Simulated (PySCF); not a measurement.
SMILES [GeH3][Be][I] (H₃BeGeI), PBE0/def2-SVP optimised geometry.

```
6

Be    -1.38    -1.85    -1.70
I     -2.20    -2.95    -3.39
Ge    -0.55    -0.74     0.00
H     -0.99     0.74     0.00
H     -0.99    -1.33     1.35
H      0.99    -0.74     0.00
```

Density from PBE0/def2-TZVP, def2 effective core potentials past Kr (PySCF) at that geometry. The core electrons that the potentials of I replace are not part of the density.

Minimum of the electron density along straight lines between bonded atoms, close to the bond critical point (lines longer than 1.1 times the sum of covalent radii, or with two minima, are not listed):

```tsv
bond	length / Å	ρ at the minimum / e bohr⁻³	∇²ρ there / e bohr⁻⁵	position (fraction from the first atom)
Be1–I2	2.180	0.066	0.13	0.29
Be1–Ge3	2.196	0.072	-0.01	0.29
Ge3–H4	1.544	0.130	0.06	0.59
Ge3–H5	1.544	0.130	0.06	0.59
Ge3–H6	1.544	0.130	0.06	0.59
```
